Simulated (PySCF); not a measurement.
## Distorted geometries of Er2O3

Er2O3 (singlet in the valence; each metal's 4f electrons, 11 of them, lie in its core potential, out of spins and levels). PySCF 2.14.0, RKS TPSS, Er lcecp-1-SVP with ECP57, O def2-SVP; non-relativistic Hamiltonian with scalar-relativistic core potentials where named; density fitting; no spin-orbit coupling. Relaxed geometry:

```xyz
5

Er    0.0000    0.0000    1.3709
Er    0.0000    0.0000   -1.3709
O     1.5461    0.0000    0.0000
O    -0.7730    1.3389    0.0000
O    -0.7730   -1.3389    0.0000
```

Problem. Order these distorted geometries by energy above the relaxed one, lowest first.
A.
```xyz
5

Er   -0.0024    0.0261    1.1550
Er    0.1705   -0.0495   -1.2229
O     1.3296    0.0560    0.0469
O    -0.6943    1.2849    0.0953
O    -0.8034   -1.3174   -0.0743
```
B.
```xyz
5

Er   -0.0884   -0.0819    1.4813
Er    0.1232    0.2010   -1.4195
O     1.4533   -0.0693   -0.0494
O    -0.6456    1.3286    0.0439
O    -0.8423   -1.3785   -0.0563
```
C.
```xyz
5

Er    0.0825    0.0048    1.3602
Er   -0.0571   -0.0800   -1.3951
O     1.5407   -0.0276   -0.0153
O    -0.7637    1.3853    0.0026
O    -0.8023   -1.2824    0.0476
```

Solution. C (0.12 eV), B (0.72 eV), A (5.07 eV).

Problem. Which forces (eV/Å) act in the one that lies 0.72 eV up?

Solution. 
```
Er  -0.18 -0.86 -4.26
Er  -1.39 -1.43  0.75
O    1.75 -0.27  1.66
O   -0.86  0.90  1.08
O    0.68  1.67  0.77
```
Forces carry noise of the integration grid, about 0.01 to 0.03 eV/Å.

No frequency check is given that shows the relaxed geometry to be a minimum. An lcecp potential fixes the number of 4f electrons, so in runs with it no electron can move into or out of that shell.
